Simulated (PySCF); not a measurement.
Molecule: SMILES ClB1NB(Cl)[NH2+]B(Cl)N1 (H4B3Cl3N3 (cation, charge +1)). Atoms near the plane z = 1.2 Å, at the PBE0/def2-SVP optimised geometry (x, y, z in Å): Cl1 (-2.0, -2.8, 0.0), B2 (-1.1, -1.3, 0.0), N3 (0.3, -1.3, 0.0), B4 (1.1, -0.1, 0.0), Cl5 (2.8, -0.1, 0.0), N6 (0.4, 1.2, 0.0), B7 (-1.2, 1.2, 0.0), Cl8 (-2.0, 2.8, 0.0), N9 (-1.8, 0.0, 0.0), H10 (0.8, -2.2, 0.0), H11 (0.7, 1.8, 0.8), H13 (-2.8, 0.0, 0.0).

Calculation: PBE0/def2-TZVP (PySCF 2.14.0). The values are rescaled to run from 0 to 1.

```
|2222222222222222222222222222222|
|2222222222222222222222222222222|
|2222222222222222222222222222222|
|2222222222222222222222222222222|
|2222222233332222222222222222222|
|2222222333333222222222222222222|
|2222223344433222222222222222222|
|2222223344433222222222222222222|
|2222222334333222222222222222222|
|2222222233322222222222222222222|
|2222222222222222222222222222222|
|2222222221111122222222222222222|
|2222222111111112222222233222222|
|2222221110000111122223333322222|
|2222221100000111111223344332222|
|2222221100000011111223344332222|
|2222221110000000001123344332222|
|2222222111111100000122333332222|
|2222222222221100000122233322222|
|2222222333332110000112222222222|
|2222233444443210001112222222222|
|2222234566654321111122222222222|
|2222334688864322111122222222222|
|2222335799975322222222222222222|
|2222335689865332222222222222222|
|2222234577754322222222222222222|
|2222233455543322222222222222222|
|2222223334333222222222222222222|
|2222222333332222222222222222222|
|2222222222222222222222222222222|
|2222222222222222222222222222222|
```
Scale: ten equal steps from 0.000 (start of '0') to 1.00 (end of '9'), in the order '0123456789'; x runs from -5.00 to 5.00, y from -5.00 (bottom) to 5.00 (top).

**Question.** Which quantity is mapped?
(A) Laplacian of the electron density
(B) log10 of the electron density
(C) an orbital amplitude
(D) electrostatic potential

**Answer.** C, an orbital amplitude. In full: HOMO−1 amplitude (bohr^(-3/2)).
